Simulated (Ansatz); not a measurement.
CH4S2Si, SMILES `S=C[SiH2]S`. Charge 0, multiplicity 1. The geometry is a stationary point of PBE0-D4/def2-TZVP. It is one conformer, not always the lowest.

```xyz
8

S    -0.308   -1.384   -2.083
C    -0.645   -0.140   -1.116
Si   -0.224   -0.138    0.713
S     1.262    1.349    1.091
H    -1.104    0.758   -1.540
H     0.220   -1.498    1.091
H    -1.397    0.306    1.510
H     2.195    0.747    0.334
```

Question: What is the dipole moment at r2SCAN/def2-TZVPP? (An estimate is asked.)

Answer: The calculation gave: 0.65 D, with components (-0.14, 0.49, 0.40) D in this frame, pointing from negative to positive charge.

Question: And with PBE, B3LYP, ωB97M-V? (An estimate is asked.)

Answer: Computed: PBE 0.58 D, B3LYP 0.58 D, ωB97M-V 0.51 D.

Question: Give the Mulliken charges with r2SCAN, ωB97M-V, PBE in def2-TZVPP. (Estimate.)

Answer: Ansatz gave: 
| atom | r2SCAN | ωB97M-V | PBE |
| --- | --- | --- | --- |
| S1 | -0.14 | -0.10 | -0.15 |
| C2 | -0.10 | -0.18 | -0.07 |
| Si3 | 0.41 | 0.28 | 0.31 |
| S4 | -0.26 | -0.24 | -0.24 |
| H5 | 0.10 | 0.14 | 0.11 |
| H6 | -0.05 | 0.00 | -0.04 |
| H7 | -0.07 | -0.01 | -0.05 |
| H8 | 0.11 | 0.12 | 0.12 |

B3LYP here is the variant with VWN-RPA as its local correlation; programs differ in this.
